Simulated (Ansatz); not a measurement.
Geometry optimisation, Ansatz, RHF/STO-3G.

input.yaml

```yaml
crystal:
  periodic: [false, false, false]
  atoms:
    - { symbol: C, position_ang: [2.7739, 0.2271, 0.9436] }
    - { symbol: O, position_ang: [1.413, 0.7095, 1.2676] }
    - { symbol: C, position_ang: [0.4907, 0.2204, 0.3983] }
    - { symbol: C, position_ang: [-0.2178, -0.2098, -0.3579] }
    - { symbol: O, position_ang: [-1.173, -0.7261, -1.2329] }
    - { symbol: Si, position_ang: [-2.7643, -0.2852, -0.9676] }
    - { symbol: H, position_ang: [3.0377, 0.6232, -0.063] }
    - { symbol: H, position_ang: [2.8356, -0.803, 0.98] }
    - { symbol: H, position_ang: [3.4299, 0.7147, 1.6985] }
    - { symbol: H, position_ang: [-2.9276, 1.1741, -1.031] }
    - { symbol: H, position_ang: [-3.2286, -0.7718, 0.3886] }
    - { symbol: H, position_ang: [-3.5924, -0.9281, -1.9901] }
basis:
  gaussian: { orbitals: STO-3G }
hamiltonian:
  xc: hf
relax:
  f_tol: 0.015
  max_steps: 40
```

Run as:

```bash
$ ansatz run input.yaml --threads 1 --pin off --max-ram 2048MiB --backend cpu --events-out ev --progress --plain --runs-dir out
```

Q: Where does it end, and by what steps?

A: The forces met the threshold. Limits of this set-up: minimal basis. After 6 steps the energy has fallen by 0.663 eV; C4 moved furthest, 0.08 Å. The start is strongly strained (largest force component 8 eV/Å).

```json
{"step": "0", "energy less start (eV)": "0.0000", "largest force component (eV/Å)": "8.090", "accepted": "yes"}
{"step": "1", "energy less start (eV)": "-0.5824", "largest force component (eV/Å)": "2.688", "accepted": "yes"}
{"step": "2", "energy less start (eV)": "-0.6396", "largest force component (eV/Å)": "0.506", "accepted": "yes"}
{"step": "3", "energy less start (eV)": "-0.6559", "largest force component (eV/Å)": "0.515", "accepted": "yes"}
{"step": "4", "energy less start (eV)": "-0.6627", "largest force component (eV/Å)": "0.087", "accepted": "yes"}
{"step": "5", "energy less start (eV)": "-0.6630", "largest force component (eV/Å)": "0.051", "accepted": "yes"}
{"step": "6", "energy less start (eV)": "-0.6631", "largest force component (eV/Å)": "0.005", "accepted": "yes"}
```

```xyz
12
Properties=species:S:1:pos:R:3
C 2.766 0.270 0.948
O 1.426 0.714 1.260
C 0.531 0.195 0.364
C -0.297 -0.206 -0.358
O -1.187 -0.712 -1.238
Si -2.806 -0.281 -0.944
H 3.077 0.602 -0.047
H 2.851 -0.819 1.000
H 3.425 0.716 1.695
H -2.949 1.133 -1.011
H -3.207 -0.752 0.337
H -3.552 -0.915 -1.974
```

Run time: 7.3 s on 1 thread of Arm Neoverse V2, on a shared host, peak memory 0.1 GiB.
